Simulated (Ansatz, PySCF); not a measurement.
Reaction (SMILES): CB(C)Br [bromo(dimethyl)borane] → C[B]C + Br atom (the B-Br bond at the site shown breaks; other sites are not compared here)
Geometries: B3LYP-D3(BJ)/def2-TZVP minima from Ansatz (an electronic-structure program).

Wanted: bond dissociation energy (electronic energy difference), in eV. Correlated levels leave the core frozen unless marked. UHF or UKS for open shells. No spin-orbit coupling. The frozen core is the preceding noble-gas configuration, with the filled d and f shells of earlier blocks. No relativistic terms. Basis-set limits of correlation are two-point, X^-3; Hartree-Fock from the larger set. [CCSD(T)-MP2]/basis is that difference in the basis named.

```tsv
level	program	bond dissociation energy (eV)
HF-D4/def2-TZVPD	PySCF + dftd4	3.74
BLYP-D3(BJ)/def2-TZVPD	Ansatz + dftd3	4.64
PBE0/def2-QZVPP	Ansatz	?
TPSSh/def2-TZVPD	PySCF	4.64
r2SCANh/def2-TZVPD	Ansatz	?
CAM-B3LYP/def2-TZVPD	Ansatz	?
SCS-MP2/cc-pVTZ	Ansatz	4.77
RI-MP2/CBS(aug-cc-pVTZ,aug-cc-pVQZ)+[CCSD(T)-MP2]/aug-cc-pVTZ	Ansatz	?
```

Problem. Fill in the missing entries.

Solution. 
- PBE0/def2-QZVPP, bond dissociation energy (eV): 4.72
- r2SCANh/def2-TZVPD, bond dissociation energy (eV): 4.71
- CAM-B3LYP/def2-TZVPD, bond dissociation energy (eV): 4.61
- RI-MP2/CBS(aug-cc-pVTZ,aug-cc-pVQZ)+[CCSD(T)-MP2]/aug-cc-pVTZ, bond dissociation energy (eV): 4.87
